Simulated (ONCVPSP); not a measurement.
## Before and after: ONCV potential for K (Z = 19)

| Property | Result |
| --- | --- |
| Element | K |
| Generator | ONCVPSP 4.0.1 |
| Type | optimised norm-conserving Vanderbilt (ONCV) |
| Functional | PBE |
| Relativity | scalar-relativistic |
| Frozen core | [Ne] |
| Valence charge | 9 |
| Reference configuration | 3s2 3p6 4p1 |
| Partial waves | 3s: rc 1.70 bohr, ncon 4, nbas 7, qcut 7 1/bohr, 2 projectors, debl 2.7 Ha; 3p+4p: rc 2.00 bohr, ncon 4, nbas 7, qcut 5.7 1/bohr, 2 projectors; d scattering state at 0.04 Ha: rc 1.70 bohr, ncon 4, nbas 8, qcut 4.8 1/bohr, local |
| Local potential | the d channel |
| Core correction | Teter function, fcfact 2.5, rcfact 1.1 |

All-electron outer shells of the reference configuration (PBE, scalar-relativistic, ld1.x):

```json
{"shell": "3s", "level (eV)": "-36.82", "outermost node (bohr)": "0.48", "outermost maximum (bohr)": "1.08"}
{"shell": "3p", "level (eV)": "-20.27", "outermost node (bohr)": "0.45", "outermost maximum (bohr)": "1.15"}
{"shell": "4p", "level (eV)": "-1.39", "outermost node (bohr)": "1.86", "outermost maximum (bohr)": "5.86"}
```

Change: s: qcut 5.8; p: qcut 4.7; d: qcut 3.9.

Cutoffs: the cutoffs (Ha) at which the residual kinetic energy of the hardest occupied pseudo-wave falls to 1 and 0.1 mHa per electron; they do not see the model core or the augmentation charge, which bear on the density cutoff. Errors are all-electron minus pseudo energies relative to the spin-unpolarised reference configuration.

Problem. Predict the effect on cutoff, ghosts and configuration errors.

Solution. The potential gets neither clearly harder nor softer (17 Ha and 20 Ha → 14 Ha and 27 Ha); the bound ghost in s disappears; of the 4 tests that both files solve, the error grows in 3 and shrinks in 0 by more than 15 % and 0.3 meV (median size 20.7 → 57.6 meV).

| quantity | base | changed |
| --- | --- | --- |
| cutoff, loose | 17 Ha | 14 Ha |
| cutoff, tight | 20 Ha | 27 Ha |
| loose cutoff by channel | s 17 Ha, p 12 Ha | s 14 Ha, p 11 Ha |
| bound ghosts | s | none |
| GHOST(+) flags under 300 eV | none | none |
| error for 3s2 3p6 4s1 4p0, meV [ΔE -1.55 eV] | -25 | -70 |
| error for 3s2 3p6 4p0, meV [ΔE 2.76 eV] | -0.1 | -0.1 |
| error for 3s2 3p6 4s0.5 4p0, meV [ΔE 0.09 eV] | -16 | -45 |
| error for 3s1 3p6 4s1 4p0, meV [ΔE 40.44 eV] | -65 | -174 |
| s: phases at 1.73 bohr within 0.05 rad from the reference energy up to (Ha; the scan ends near 5) | 2.1 | 2.0 |
| p: phases at 2.03 bohr within 0.05 rad from the reference energy up to (Ha; the scan ends near 5) | 4.9 | to the end of the scan |
| d: phases at 1.73 bohr within 0.05 rad from the reference energy up to (Ha; the scan ends near 5) | 1.2 | 1.1 |
| rms error of d²Exc/dni dnj with the model core, mHa | 0.52 | 0.45 |

Base: The cutoffs count occupied waves only; projector 1 of the d channel, the hardest unoccupied one, needs 71 Ha at the loose tolerance. Changed file: The cutoffs count occupied waves only; projector 1 of the d channel, the hardest unoccupied one, needs 77 Ha at the loose tolerance. A true bound ghost makes a file unfit for plane-wave use even where its test errors are small: the radial tests pick states by their node count and pass the ghost by.
